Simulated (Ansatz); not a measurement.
Geometry optimisation, UKS PBE0-D4/def2-SVP (Ansatz).

Input:

```yaml
crystal:
  periodic: [false, false, false]
  atoms:
    - { symbol: B, position_ang: [0.0, 0.0, -0.084125] }
    - { symbol: F, position_ang: [0.0, 0.0, 1.231895] }
    - { symbol: F, position_ang: [1.13548, 0.0, -0.735932] }
    - { symbol: F, position_ang: [-1.13548, 0.0, -0.735932] }
    - { symbol: H, position_ang: [0.0, 0.0, 3.364094] }
magnetization:
  spin_polarized: true
  initial_magnetization: 1
basis:
  gaussian: { orbitals: def2-SVP }
hamiltonian:
  xc: pbe0
  dispersion: d4
relax:
  f_tol: 0.03
  max_steps: 50
```

Run as:

```bash
$ ansatz run input.yaml --threads 2 --pin off --max-ram 3072MiB --backend cpu --events-out ev --progress --plain --runs-dir out
```

**Question.** Where does it end, and by what steps?

**Answer.** It converged. The force dipped under the threshold on the way, but the program's further checks kept it going. After 9 steps the energy has fallen by 0.099 eV; H5 moved furthest, 0.81 Å.

```json
{"step": "0", "energy less start (eV)": "0.0000", "largest force component (eV/Å)": "0.488", "accepted": "yes"}
{"step": "1", "energy less start (eV)": "-0.0414", "largest force component (eV/Å)": "0.315", "accepted": "yes"}
{"step": "2", "energy less start (eV)": "-0.0771", "largest force component (eV/Å)": "0.098", "accepted": "yes"}
{"step": "3", "energy less start (eV)": "-0.0926", "largest force component (eV/Å)": "0.158", "accepted": "yes"}
{"step": "4", "energy less start (eV)": "-0.0868", "largest force component (eV/Å)": "1.065", "accepted": "no"}
{"step": "5", "energy less start (eV)": "-0.0962", "largest force component (eV/Å)": "0.045", "accepted": "yes"}
{"step": "6", "energy less start (eV)": "-0.0980", "largest force component (eV/Å)": "0.049", "accepted": "yes"}
{"step": "7", "energy less start (eV)": "-0.0984", "largest force component (eV/Å)": "0.014", "accepted": "yes"}
{"step": "8", "energy less start (eV)": "-0.0986", "largest force component (eV/Å)": "0.007", "accepted": "yes"}
{"step": "9", "energy less start (eV)": "-0.0986", "largest force component (eV/Å)": "0.001", "accepted": "yes"}
```

```xyz
5
Properties=species:S:1:pos:R:3
B 0.000 0.000 -0.283
F 0.000 0.000 1.028
F 1.135 0.000 -0.938
F -1.135 0.000 -0.938
H 0.000 0.000 4.170
```

Whether the end is a true minimum wasn't checked by a vibrational analysis.

Time of the run: 11 s on 2 threads of Arm Neoverse V2 (shared host), peak memory 0.14 GiB.
